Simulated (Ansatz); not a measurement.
`[CH3][AlH][I]` + `[SH][Cd][Cl]` → `C[S][Cd][Cl]` + `[AlH2][I]`  (substitution at a C–Al bond)

Program: Ansatz. Geometries: PBE0-D4/def2-TZVP. ΔE: electronic, gas phase. CCSD(T)/CBS is the MP2 limit (def2-TZVPP, def2-QZVPP) plus CCSD(T) − MP2 in def2-TZVPP, frozen cores. DFT in def2-TZVPP. B3LYP here is the variant with VWN-RPA as its local correlation; programs differ in this. HSE06 is defined as in plane-wave codes. def2 core potentials past Kr. For Cd, I outer-core shells are correlated without core-valence functions, which leaves a few kJ/mol of doubt a bond. One conformer a species, not always the lowest.

`[CH3][AlH][I]`:

```xyz
7

C    -0.955    0.115   -0.138
Al    0.958    0.108    0.189
I     2.235   -2.006   -0.071
H    -1.492    0.447    0.756
H    -1.336   -0.867   -0.423
H    -1.202    0.825   -0.934
H     1.792    1.378    0.621
```

`[SH][Cd][Cl]`:

```xyz
4

S    -0.902   -0.535    1.393
Cd    0.600   -0.112   -0.329
Cl    2.093    0.281   -2.004
H    -1.791    0.366    0.940
```

`C[S][Cd][Cl]`:

```xyz
7

C     0.260    1.000   -0.742
S     0.215    0.813    1.069
Cd   -0.368   -1.420    1.344
Cl   -0.939   -3.608    1.651
H    -0.712    0.813   -1.196
H     0.530    2.040   -0.926
H     1.015    0.363   -1.200
```

`[AlH2][I]`:

Cartesian coordinates in Å:
```
Al 0.072 0.200 -0.133
I -0.640 -1.773 1.176
H -0.574 0.411 -1.555
H 1.142 1.163 0.512
```

(1) Is it downhill or uphill in electronic energy at CCSD(T)/CBS, and by how much? (An estimate is asked.)

(2) What do these levels give: PBE-D4, BLYP-D4, r2SCAN-D4, B3LYP-D4, CAM-B3LYP-D4, ωB97M-V, revPBE, BLYP, HSE06, CAM-B3LYP, HF/def2-QZVPP, HF/CBS(def2)? (An estimate is asked.)

Largest T1 diagnostic among the species: 0.013.

Answers

(1) Ansatz gave: Uphill: ΔE = +17.8 kcal/mol.

(2) Computed: PBE-D4 16.9, BLYP-D4 16.1, r2SCAN-D4 18.1, B3LYP-D4 16.9, CAM-B3LYP-D4 17.7, ωB97M-V 18.3, revPBE 16.9, BLYP 16.8, HSE06 17.7, CAM-B3LYP 17.9, HF/def2-QZVPP 17.0, HF/CBS(def2) 17.0 kcal/mol.

At CCSD(T), def2-SVP lies −1.1 kcal/mol from the extrapolated value and def2-TZVPP +0.0 kcal/mol. Leaving LDA and LC-ωPBE aside and taking each functional with its dispersion term where it has one, the values, not all of them listed here, spread over 2.7 kcal/mol, from revPBE-D4 to r2SCAN0-D4. LDA lies +0.7 kcal/mol from PBE without D4.
